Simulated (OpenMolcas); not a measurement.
Ag5+ among 8 point charges of -1.2 e arranged as a cube (Oh), 1.98 Å from the ion.
```
   1.1432    1.1432    1.1432  -1.20
   1.1432    1.1432   -1.1432  -1.20
   1.1432   -1.1432    1.1432  -1.20
   1.1432   -1.1432   -1.1432  -1.20
  -1.1432    1.1432    1.1432  -1.20
  -1.1432    1.1432   -1.1432  -1.20
  -1.1432   -1.1432    1.1432  -1.20
  -1.1432   -1.1432   -1.1432  -1.20
```

```json
{
 "Program": "OpenMolcas 26.06",
 "Method": "CASSCF",
 "Basis": "ANO-RCC-VDZP [6s5p3d1f]",
 "Scalar Hamiltonian": "DKH2, point nucleus",
 "Active space": "6 electrons in 5 orbitals (4d)",
 "State averaging": "2S+1 = 5 even, 5 roots; 2S+1 = 3 even, 45 roots; 2S+1 = 1 even, 50 roots",
 "Spin-orbit coupling": "RASSI with atomic mean-field integrals over the reference wave functions"
}
```

Question: What is the spin-free ground state (labels of O, the rotations of Oh)?

Answer: 5E, 2-fold in its orbital part, 100 % from free-ion D terms; it has the highest spin that d6 allows.

Question: Where is the first state of the same spin?

Answer: 5T2 at 2760 cm-1 above the ground state.

Question: What are the lowest two levels with spin-orbit coupling?

Answer: A 1-fold level A1, then a 3-fold level T1 161.4 cm-1 above it. Their leading multiplicities are 5 (97 %) and 5 (97 %).

Question: What is χT at 300 K, and how does it compare with the textbook value?

Answer: The lowest level has 2S+1 = 5, for which the spin-only value is χT = S(S+1) / 2 = 3.000 cm3 K/mol (g = 2). The computed 4.830 at 300 K differs by +1.830, through orbital momentum, spin-orbit coupling and any other state in reach.

An orbital doublet at a regular site is open to a Jahn-Teller distortion, which this geometry leaves out. Without dynamic correlation the repulsion within the d shell is too large (B by tens of per cent), so at a given field states of lower spin stand too high. Point charges give a weaker field than real ligands, and real ions of this kind are as a rule low spin; the high spin found here belongs to the model. The ground term spreads over less than 5000 cm-1, several times less than with real ligands, so orbital moments are less quenched and χT lies further from the spin-only value than at real sites. Point charges carry no covalency, so the field is a model and not that of real ligands. No measured value stands beside these numbers.
